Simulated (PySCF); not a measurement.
Compound: C6H4NO2 (charge -1).
Atom-mapped SMILES: `[N:1]#[C:2]/[C:3]([CH:4]=[O:5])=[CH:6]/[CH:7]=[CH:8]\[O-:9]` (hydrogens: H10 on C4; H11 on C6; H12 on C7; H13 on C8)

Method used: PBE0-D3(BJ)/def2-SVP geometry optimisation, gas phase (PySCF).

Some entries are withheld.

```tsv
coordinate	value
N1≡C2	?
C2–C3	?
C3–C4	1.441 Å
C4=O5	?
C3=C6	1.413 Å
C6–C7	1.381 Å
C7=C8	?
C8–O9	1.225 Å
C4–H10	1.122 Å
C6–H11	1.098 Å
C7–H12	1.094 Å
C8–H13	1.129 Å
N1–C2–C3	?
C2–C3–C4	?
C2–C3–C6	118.9°
C4–C3–C6	123.4°
C3–C4–O5	127.4°
C3–C6–C7	130.7°
C6–C7–C8	120.7°
C7–C8–O9	?
```

Q: Estimate the withheld lengths and angles.

A: 
- N1≡C2 = 1.165 Å, drawn triple in a drawing that doesn't fit all lengths (nitrile nitrogen to nitrile carbon); 0.23 Å below the sum of covalent radii, 1.40 Å.
- C2–C3 = 1.423 Å, drawn single in a drawing that doesn't fit all lengths (nitrile carbon to fully substituted alkene carbon); equal to the sum of covalent radii, 1.42 Å.
- C4=O5 = 1.222 Å, drawn double in a drawing that doesn't fit all lengths (aldehyde carbon to aldehyde oxygen); 0.17 Å below the sum of covalent radii, 1.39 Å.
- C7=C8 = 1.436 Å, drawn double in a drawing that doesn't fit all lengths (ends: carbon bonded to 2 C and H; vinylic carbon bearing oxygen); 0.02 Å below the sum of covalent radii, 1.46 Å.
- N1–C2–C3 = 179.3°, at the nitrile carbon; the outer atoms are 2.588 Å apart.
- C2–C3–C4 = 117.7°, at the fully substituted alkene carbon; the outer atoms are 2.451 Å apart.
- C7–C8–O9 = 127.8°, at the vinylic carbon bearing oxygen; the outer atoms are 2.391 Å apart.

Radii are Cordero's, carbon taken as 0.76, 0.73 or 0.69 Å for four, three, and two or fewer neighbours.

PBE0-D3(BJ)/def2-SVP frequencies: not computed here. The geometry's basis has no diffuse functions, a weakness for an anion. Torsions: C2–C3–C4–O5 0°, C3–C6–C7–C8 180°.

One conformer stands for the species.
